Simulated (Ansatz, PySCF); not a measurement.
Molecule: C$_{5}$H$_{3}$O$_{2}$, charge 0, multiplicity 2. It need not be the lowest isomer of its formula. 
Coordinates optimised at B3LYP-D3(BJ)/def2-TZVP (Ansatz, an electronic-structure program):
```xyz
10

C     -1.9481     0.3099     0.2504
C     -1.6083    -1.0139     0.2998
O     -0.2821    -1.1955     0.1272
C      0.2884     0.0558    -0.0445
C     -0.7216     0.9613     0.0307
C      1.7230     0.1104    -0.2497
O      2.3457     1.1349    -0.4121
H     -2.9318     0.7322     0.3573
H     -2.1918    -1.9068     0.4471
H      2.2146    -0.8817    -0.2458
```
Charge 0, spin multiplicity 2.

Property: atomisation energy (electronic, to ground-state atoms), in kJ/mol. Correlated levels leave the core frozen unless marked. Open shells are spin-unrestricted. No spin-orbit coupling. No relativistic terms. The coupled-cluster limit lacks core correlation, which all-electron functionals hold. CBS marks a two-point X^-3 extrapolation of the correlation energy; Hartree-Fock from the larger set. [CCSD(T)-MP2]/basis is that difference in the basis named.

```tsv
level	program	atomisation energy (kJ/mol)	minus last row
HF/6-31G*	Ansatz	3246.2	-1454.6
HF/cc-pVQZ	Ansatz	3267.9	-1432.9
HF-D4/def2-TZVPD	PySCF + dftd4	3346.0	-1354.8
BLYP-D4/def2-TZVPD	Ansatz + dftd4	4793.3	92.5
revPBE-D4/def2-TZVPD	Ansatz + dftd4	4838.2	137.4
revPBE/def2-TZVPD	Ansatz	4760.5	59.7
B3LYP-D4/def2-TZVPD	Ansatz + dftd4	4734.9	34.1
PBE0-D4/def2-TZVP	Ansatz + dftd4	4825.2	124.4
PBE0/def2-TZVP	Ansatz	4806.3	105.5
BHLYP-D4/def2-TZVPD	Ansatz + dftd4	4490.3	-210.5
r2SCANh/def2-TZVPD	Ansatz	4738.8	38.0
CAM-B3LYP/def2-TZVPD	Ansatz	4730.1	29.3
LC-wPBE-D4/def2-TZVPD	Ansatz + dftd4	4794.8	94.0
B2PLYP/def2-TZVPD	Ansatz	4690.9	-9.9
RPA@PBE/cc-pVQZ	Ansatz	4372.4	-328.4
RI-MP2/cc-pVTZ	Ansatz	4671.8	-29.0
SCS-MP2/6-31G	Ansatz	3869.5	-831.3
SCS-MP2/cc-pVTZ	Ansatz	4564.7	-136.1
CCSD(T)/cc-pVDZ	Ansatz	4316.4	-384.4
CCSD(T)/cc-pVTZ	Ansatz	4565.2	-135.6
RI-MP2/CBS(cc-pVTZ,cc-pVQZ)+[CCSD(T)-MP2]/cc-pVTZ	Ansatz	4700.8	0.0
```

The UHF reference is spin-contaminated (<S^2> 0.59 over the pure value in the largest basis).
